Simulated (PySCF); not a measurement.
# SnHg and its ions

UHF-MP2; Sn def2-SVP with ECP28, Hg def2-SVP with ECP60; scalar-relativistic core potentials (PySCF 2.14). Neutral (UHF): triplet (π ↑↑), Re = 2.938 Å, ωe = 83.0 cm⁻¹, De = 0.33 eV.

SnHg⁺ (UHF): doublet (π ↑), Re = 2.940 Å, ωe = 100 cm⁻¹, De = 0.73 eV to Sn⁺ + Hg. The energies at the minima are -366.32716 hartree for SnHg and -366.08042 for SnHg⁺.

(1) Work out the adiabatic ionisation energy, without and with harmonic zero-point energies (1 hartree = 27.2114 eV, 1 eV = 8065.5 cm⁻¹), and the change of the bond length.

Correlated steps freeze 4 core orbitals. Weak bonds: SnHg. Basis-set superposition, not corrected here, can be much of De in a small basis, most of all at correlated wavefunction levels. Spin–orbit coupling is left out, which matters for elements this heavy, above all for dissociation energies. For an ion De counts to the pair picked by the measured ionisation energies or electron affinities, which need not be the lowest pair at this level. States were picked by a PBE0 search and need not be the measured ground states.

## Answers

(1) At UHF-MP2: 0.24674 hartree = 6.714 eV between the minima; the zero-point term (100.0 − 83.0)/2 cm⁻¹ = +0.001 eV makes it 6.715 eV. Re changes by +0.2 pm against the neutral. The electron leaves a π orbital, and the small change of length marks it as nearly non-bonding.
